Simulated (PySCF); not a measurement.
Sn³⁺ (tin, charge +3) across methods

[Kr] 4d10 5s1, 2S determinant. All numbers are calculated (PySCF 2.14, scalar relativity by spin-free X2C-1e, in x2c-QZVPPall with one added diffuse shell each of s, p, d, f type (14s10p8d5f1g, 128 functions)).

```tsv
method	E (hartree)	mean ε 4d α (eV)	mean ε 4d β (eV)	mean ε 5s α (eV)	Σ⟨r²⟩ (bohr²)	⟨S²⟩
UHF	-6172.02478	-64.850	-64.595	-39.442	28.13	0.751
LDA	-6168.62	-55.414	-55.136	-36.925	28.07	0.750
PBE0	-6174.30	-57.942	-57.647	-37.397	28.03	0.750
TPSSh	-6174.40	-56.345	-56.028	-36.627	28.04	0.750
r2SCAN	-6174.65	-55.901	-55.559	-36.648	27.99	0.751
PBE	-6174.22	-55.207	-54.899	-36.475	28.07	0.750
r2SCANh	-6174.64	-56.911	-56.584	-37.031	27.99	0.751
wB97X-V	-6174.36	-60.353	-60.137	-39.561	28.04	0.750
```
